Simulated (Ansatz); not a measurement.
The cluster Ti₂O₄⁻, relaxed as a doublet with UKS PBE-D4/def2-SVPD in Ansatz, starting from the GFN2-xTB geometry. Force threshold 0.02 eV/Å.

The highest occupied level of the charge -1 doublet lies above zero (up to 0.00 eV). It is a level of α spin, whose loss leaves a singlet; that state wasn't run at this geometry and level. The electron is either unbound and held by the finite basis, or the level is raised by self-interaction error. The relaxation made no stability test and no search for a lower SCF solution. No other spin state of charge -1 was run. The structure comes from a short search, and lower isomers may exist.

Start:

```xyz
6

Ti   -0.783   -0.495   -0.885
Ti    0.749    0.581    0.857
O    -1.583   -1.523   -1.832
O     0.866    0.329   -0.969
O     1.806    0.920    2.022
O    -1.055    0.188    0.807
```

Task: Estimate the energy that the relaxation releases and the steps that it takes.

Result: 0.67 eV, in 8 steps; 25 s on 4 threads of Arm Neoverse V2 on a shared host. No frequencies were taken in this run, so the end may be a saddle point.

Task: Does the start keep its bonding and symmetry?

Result: By distances, no bond broke or formed. The bond that changes most is Ti2–O5, from 1.61 to 1.67 Å (atoms count from 1). Point group C2v at the start, C2v at the end, both within 0.05 Å.

Task: Predict the relaxed structure.

Result: 
Cartesian coordinates in Å:
```
Ti -0.9222 -0.2328 -1.0147
Ti 0.6750 0.9137 0.8018
O -1.3843 -1.7134 -1.6313
O 0.8686 0.2999 -0.9534
O 1.7985 0.5724 1.9882
O -1.0356 0.1601 0.8094
```
Bond lengths (bridged metal pairs left out): 6 × O–Ti 1.67 to 1.87 Å.
